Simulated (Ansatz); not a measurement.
Stepwise reaction of `B[SiH](B)O` with hydrogen fluoride, as a gas-phase model of exchange steps in deposition or etching. ΔE in kJ/mol; ΔG adds harmonic PBE0-D4 terms to CCSD(T)/CBS, at 1 bar.

Program: Ansatz. Geometries: PBE0-D4/def2-TZVP. ΔE: electronic, gas phase. CCSD(T)/CBS is the MP2 limit (def2-TZVPP, def2-QZVPP) plus CCSD(T) − MP2 in def2-TZVPP, frozen cores. This one scheme is used for every species. DFT in def2-TZVPP. B3LYP here is the variant with VWN-RPA as its local correlation; programs differ in this. Each species was taken in one conformer, which may not be the lowest.

```csv
step,reaction,PBE-D4,B3LYP-D4,ωB97M-V,CCSD(T)/CBS,ΔG(500 K)
1,`B[SiH](B)O` + H–F → `B[SiH](O)F` + BH₃,-136.8,-164.6,-168.4,-162.5,-160.3
```

(1) Give the row of step 2, `B[SiH](O)F` + H–F → `O[SiH](F)F` + BH₃. (An estimate is asked.)

(2) By hand: ΔE of the 2 steps together at CCSD(T)/CBS.

Answers

(1) Ansatz gave: 
```
step                                 reaction  PBE-D4  B3LYP-D4  ωB97M-V  CCSD(T)/CBS  ΔG(500 K)
   2  `B[SiH](O)F` + H–F → `O[SiH](F)F` + BH₃  -167.7    -189.9   -194.0       -188.7     -186.6
```

(2) (-162.5) + (-188.7) = -351.2 kJ/mol, or -175.6 kJ/mol a step.

In ΔE each step is lower than the one before. All are downhill at CCSD(T)/CBS. ΔG lies between -186.6 and -160.3 kJ/mol a step. PBE-D4 differs from CCSD(T)/CBS by 21.0 to 25.7 kJ/mol a step. Isolated molecules leave out the surface, adducts and barriers. Largest T1 diagnostic: 0.014.
